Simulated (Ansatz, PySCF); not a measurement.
Process, species as SMILES: OBO [boronic acid] + H+ -> OB[OH2+]
Structures are relaxed separately at B3LYP-D3(BJ)/def2-TZVP in Ansatz (a first-principles code), one conformer each, not searched for the lowest. Frequencies are from Ansatz.

Property: proton affinity (enthalpy at 298 K, with B3LYP-D3(BJ) rigid-rotor harmonic-oscillator terms), positive where the reaction releases energy, in kJ/mol. Correlated levels leave the core frozen unless marked. Spin-orbit coupling is left out. No relativistic terms. CBS marks a two-point X^-3 extrapolation of the correlation energy; Hartree-Fock from the larger set.

```
level                                         program  proton affinity (kJ/mol)  minus last row
-------------------------------------  --------------  ------------------------  --------------
BLYP-D3(BJ)/def2-TZVPD                 Ansatz + dftd3                     724.1            -6.5
BP86-D4/def2-TZVPD                      PySCF + dftd4                     724.5            -6.1
TPSS/def2-TZVPD                                 PySCF                     733.5             2.9
r2SCAN-D4/def2-TZVPD                   Ansatz + dftd4                     729.0            -1.6
BHLYP-D4/def2-TZVPD                    Ansatz + dftd4                     733.9             3.3
r2SCAN0-D4/def2-TZVPD                  Ansatz + dftd4                     732.4             1.8
PW6B95/def2-TZVPD                               PySCF                     730.8             0.2
LC-wPBE-D3(BJ)/def2-TZVPD              Ansatz + dftd3                     734.9             4.3
SCS-MP2/STO-3G                                 Ansatz                    1024.7           294.1
SCS-MP2/6-31G                                  Ansatz                     775.0            44.4
SCS-MP2/cc-pVTZ                                Ansatz                     739.6             9.0
CCSD/cc-pVDZ                                   Ansatz                     750.9            20.3
CCSD(T)/STO-3G                                 Ansatz                    1023.8           293.2
CCSD(T) with core electrons/cc-pwCVTZ          Ansatz                     737.5             6.9
CCSD(T)/CBS(cc-pVTZ,cc-pVQZ)                   Ansatz                     730.6             0.0
```
